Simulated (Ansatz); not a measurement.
Ideal-gas functions of `BI` at 600 K and 1 bar, from an Ansatz frequency run at PBE0-D4/def2-TZVP.

Molar mass 139.73 g/mol, point group C2v (symmetry number 2), electronic degeneracy 1, moments of inertia 2.228, 56.184, 58.412 u Å². Harmonic wavenumbers (cm⁻¹, unscaled): 609, 748, 926, 1162, 2626, 2752.

Use S(trans) = R[1.5 ln M + 2.5 ln T − 1.1517]; rotational temperatures θ = 24.2544 K / I; S(rot) = R[ln(√π/σ · √(T³/θAθBθC)) + 1.5]; for each mode x = 1.438777 ν̃/T, S = R[x/(eˣ − 1) − ln(1 − e⁻ˣ)] and H = RT x/(eˣ − 1); 1 cm⁻¹ = 0.0119627 kJ/mol; R = 8.31446 J/(mol·K).

Task: By hand: the entropy, in J/(mol·K).

Result: Translation 185.0. Rotation: θ = 10.8862, 0.4317, 0.4152 K, giving 88.5. Vibration, mode by mode: 5.87, 4.49, 3.20, 2.05, 0.11, 0.09, in all 15.8. Electronic 0.0. Sum 289.3 J/(mol·K).

Task: By hand: H − E and G − E in kJ/mol, counted from the electronic energy.

Result: Zero-point energy ½ × 8823 × 0.0119627 = 52.8; thermal vibration 6.4; translation, rotation and pV give 4 RT = 20.0. H − E = 79.2 kJ/mol, and G − E = 79.2 − 600 × 289.3/1000 = -94.4 kJ/mol.

Vibration gives 5 % of the entropy.
